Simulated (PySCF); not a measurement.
# B: excitation energy

B [He] 2s2 2p1 (2P) → B [He] 2s1 2p2 (4P), as a difference of total energies. Computed with PySCF 2.14 in x2c-QZVPPall with one added diffuse shell each of s, p, d, f type (8s5p4d3f1g, 73 functions), with scalar relativity by spin-free X2C-1e. Correlated levels: valence: 1s2 frozen. The calculations carry no spin-orbit coupling.

| method | excitation energy (eV) |
| --- | --- |
| UHF | 2.194 |
| MP2 (valence) | 3.143 |
| SCS-MP2 (valence) | 3.534 |
| CCSD (valence) | 3.543 |
| CCSD(T) (valence) | 3.579 |

Question: How much does correlation contribute at CCSD(T) (valence)?

Answer: 3.579 − (2.194) = 1.385 eV, measured against UHF.
